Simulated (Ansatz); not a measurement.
Species: sum formula TiH₄S, net charge 0, singlet state. 
Geometry from a B3LYP-D3(BJ)/def2-TZVP (Ansatz, a program for electronic structure) optimisation:
```xyz
6

Ti    -0.8428    -0.2356     0.0378
H     -1.0241    -1.2276     1.4074
H     -1.8036     1.1553     0.1580
H     -1.2506    -1.0695    -1.3801
S      1.3205     0.4154    -0.1260
H      1.4925    -0.3204     1.0000
```
Charge 0, spin multiplicity 1.

Basis-set convergence of Hartree-Fock and CCSD(T) correlation energies (hartree) with Ansatz. Cores are frozen in the correlated levels unless marked. No spin-orbit coupling. Frozen are the shells of the preceding noble gas and the d and f shells that filled before the atom's block. Non-relativistic.

The T1 diagnostic of CCSD in the largest basis is 0.031, which is high, so the coupled-cluster rows are less sure than usual.

```tsv
basis	functions	E(HF)	E(corr, CCSD(T))
def2-SVPD	93	-1247.96258	-0.35187
def2-TZVPPD	186	(withheld)	(withheld)
```

Problem. Some entries are withheld; supply them.

Solution. 
- def2-TZVPPD, E(HF): -1248.21872
- def2-TZVPPD, E(corr, CCSD(T)): -0.40985
